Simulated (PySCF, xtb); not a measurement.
**H3SbSi: which of two isomers lies lower**

Structure X is `[SiH][SbH2]`, a singlet and structure Y is `[SiH2]=[SbH]`, a singlet. Both are isolated molecules in the gas phase, relaxed with PBE0-D3(BJ)/def2-SVP; the shapes shown needn't be the lowest conformers.

X (Å):

```json
{"atom": "Sb", "x (Å)": "0.6696", "y (Å)": "-0.6382", "z (Å)": "0.0525"}
{"atom": "Si", "x (Å)": "0.7171", "y (Å)": "1.3193", "z (Å)": "-1.6444"}
{"atom": "H", "x (Å)": "-0.9199", "y (Å)": "-0.2938", "z (Å)": "0.5865"}
{"atom": "H", "x (Å)": "1.4177", "y (Å)": "0.2379", "z (Å)": "1.3185"}
{"atom": "H", "x (Å)": "-0.5854", "y (Å)": "0.7833", "z (Å)": "-2.2558"}
```

Y (Å):

```xyz
5

Sb   -1.1702   -1.3060   -0.5880
Si    0.2738    0.3275    0.3549
H     0.0093   -2.4884   -0.1762
H    -0.0736    1.7780    0.3905
H     1.6070    0.0745    0.9746
```

Q: Which of the two would you expect CCSD(T)/def2-TZVP electronic energies to favour?

A: Structure Y; the calculation gives E(Y) − E(X) = −105.7 kJ/mol.

How the difference moves with the method:

| level | geometry | E(Y) − E(X) (kJ/mol) | departure from the last row (kJ/mol) | job, with rough time for the two |
| --- | --- | --- | --- | --- |
| GFN2-xTB | GFN2-xTB | −55.6 | +50.1 | optimisation, 0.16 s |
| HF/STO-3G | GFN2-xTB | −31.2 | +74.6 | single point, 1.2 s |
| r2SCAN-D4/def2-SVP | GFN2-xTB | −119.1 | −13.4 | single point, 9 s |
| PBE0-D3(BJ)/def2-SVP | PBE0-D3(BJ)/def2-SVP | −101.2 | +4.6 | optimisation, 44 s |
| HF/def2-TZVP | PBE0-D3(BJ)/def2-SVP | −84.8 | +21.0 | part of the CCSD(T) run |
| MP2/def2-TZVP | PBE0-D3(BJ)/def2-SVP | −120.0 | −14.2 | part of the CCSD(T) run |
| CCSD(T)/def2-TZVP | PBE0-D3(BJ)/def2-SVP | −105.7 |  | single point, 62 s |

As drawn, Y has 1 Sb=Si, 1 Si–H in place of 1 Sb–Si, 1 Sb–H.

The levels shown agree on the order. The largest departure from CCSD(T)/def2-TZVP is that of HF/STO-3G, 74.6 kJ/mol.

With thermal terms from frequencies at re-optimised GFN2-xTB minima (ideal gas, soft modes damped towards free rotors, one conformer each, 298.15 K, 1 atm): the zero-point term adds +6.6 kJ/mol; ΔH is −99.5 and ΔG −97.7 kJ/mol.

The correlated steps freeze 9 core orbitals; the filled d shell of Sb is correlated, in a basis made for valence electrons. Atoms past krypton carry core potentials in the def2 sets, other sets are all-electron and non-relativistic, and no spin–orbit term is included. Codes used: PySCF 2.14.0, xtb 6.7.1; the last row on 2 threads of Arm Neoverse V2 on a shared host.
